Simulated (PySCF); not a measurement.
# Computed spin Hamiltonian

C4H11Si (doublet state).
Geometry (GFN2-xTB, Å), atoms numbered from 1 in this order:
```
atom  x, y, z in Å
C1    -1.954    0.442    0.605
C2    -1.114    0.061   -0.606
C3    -0.166   -1.096   -0.306
Si4    1.131   -0.714    1.039
C5     2.163    0.820    0.601
H6    -2.626    1.263    0.365
H7    -2.550   -0.407    0.935
H8    -1.310    0.745    1.429
H9    -0.537    0.929   -0.935
H10   -1.779   -0.216   -1.430
H11    0.358   -1.368   -1.228
H12   -0.751   -1.971   -0.015
H13    1.984   -1.885    1.280
H14    1.556    1.720    0.552
H15    2.647    0.697   -0.367
H16    2.941    0.989    1.339
```

The hyperfine couplings belong to this conformer and change with its torsions.

The species is `C(C[SiH]C)C` [radical].

Computed, not measured: UKS B3LYP, pcH-1 on C H Si, non-relativistic, mean-field spin-orbit, GIAO in PySCF 2.14.0. Geometry: GFN2-xTB, one conformer, isolated molecule. The geometry wasn't refined by DFT: couplings that depend on bond lengths, twists or pyramidal angles can differ widely from those at the functional's own minimum, by a factor of two or more for some ions and for spin on atoms past the first row. No stability test was run, so a lower SCF solution isn't excluded.

```
g1, g2, g3   : 2.00214, 2.00407, 2.00465
g_iso        : 2.00362
Form of g    : rhombic: the two nearest values differ by 23 % of g3 − g1
⟨S²⟩         : 0.7514 (exact 0.7500)
Total energy : -448.53884 Eh
```

Isotropic coupling and dipolar principal values T1 to T3, in MHz; ρ(0) is the spin density at the nucleus:

| atom | isotope | a_iso | of which spin–orbit | T1 | T2 | T3 | Mulliken spin population | ρ(0) (bohr⁻³) |
| --- | --- | --- | --- | --- | --- | --- | --- | --- |
| C1 | 13C | 4.5 | 0.0 | -1.9 | -1.1 | 3.0 | 0.01 | 0.0040 |
| C2 | 13C | 0.3 | 0.0 | -0.6 | -0.2 | 0.9 | 0.00 | 0.0003 |
| C3 | 13C | 15.8 | 0.0 | -4.3 | -4.2 | 8.5 | 0.00 | 0.0140 |
| Si4 | 29Si | -454.4 | 1.0 | -171.7 | 85.7 | 86.0 | 0.96 | 0.5124 |
| C5 | 13C | 23.8 | 0.0 | -3.9 | -3.7 | 7.6 | -0.01 | 0.0211 |
| H6 | 1H | 1.1 | 0.0 | -1.5 | -1.0 | 2.5 | 0.00 | 0.0003 |
| H7 | 1H | -0.6 | 0.0 | -1.9 | -1.3 | 3.1 | 0.00 | -0.0001 |
| H8 | 1H | 4.3 | 0.0 | -5.7 | -3.3 | 8.9 | -0.01 | 0.0010 |
| H9 | 1H | 0.0 | 0.0 | -1.9 | -1.5 | 3.3 | 0.00 | 0.0000 |
| H10 | 1H | 3.2 | 0.0 | -1.4 | -0.9 | 2.4 | 0.00 | 0.0007 |
| H11 | 1H | 55.8 | 0.0 | -4.4 | 0.7 | 3.7 | 0.02 | 0.0125 |
| H12 | 1H | 1.8 | 0.0 | -4.3 | -2.4 | 6.6 | 0.00 | 0.0004 |
| H13 | 1H | 45.5 | 0.0 | -9.6 | 0.8 | 8.8 | 0.01 | 0.0102 |
| H14 | 1H | 6.2 | 0.0 | -4.3 | -2.6 | 6.9 | 0.00 | 0.0014 |
| H15 | 1H | 61.3 | 0.0 | -4.0 | 0.2 | 3.9 | 0.02 | 0.0137 |
| H16 | 1H | 0.6 | 0.0 | -4.1 | -2.4 | 6.5 | 0.00 | 0.0001 |

The largest Mulliken spin population is on Si4 (+0.96). The angles at Si4 add up to 333.6°, so it is pyramidal.

Under fast tumbling the dipolar parts average out, and these isotropic splittings remain: 1 × 1H (H13, I = 1/2, 2 lines) with 1.62 mT, 2 × 1H (H11/H12, I = 1/2, 3 lines) with 1.03 mT, 3 × 1H (H14/H15/H16, I = 1/2, 4 lines) with 0.81 mT, 3 × 1H (H6/H7/H8, I = 1/2, 4 lines) with 0.06 mT and 2 × 1H (H9/H10, I = 1/2, 3 lines) with 0.06 mT.

Class means assume fast exchange of nuclei equivalent by connectivity; if that motion is slow, each nucleus keeps its own coupling. The three 1H nuclei of mean +22.7 MHz run from 0.6 to 61.3 MHz in the frozen geometry. The 1H value of +28.8 MHz is a mean of couplings from 1.8 to 55.8 MHz in this one geometry, not an average over conformers.

The 13C coupling of C5 (23.8 MHz) shows only in satellite lines or after enrichment, since that isotope makes up about 1.07 % of natural carbon.

The 29Si coupling of Si4 (-454.4 MHz) shows only in satellite lines or after enrichment, since that isotope makes up about 4.7 % of natural silicon.
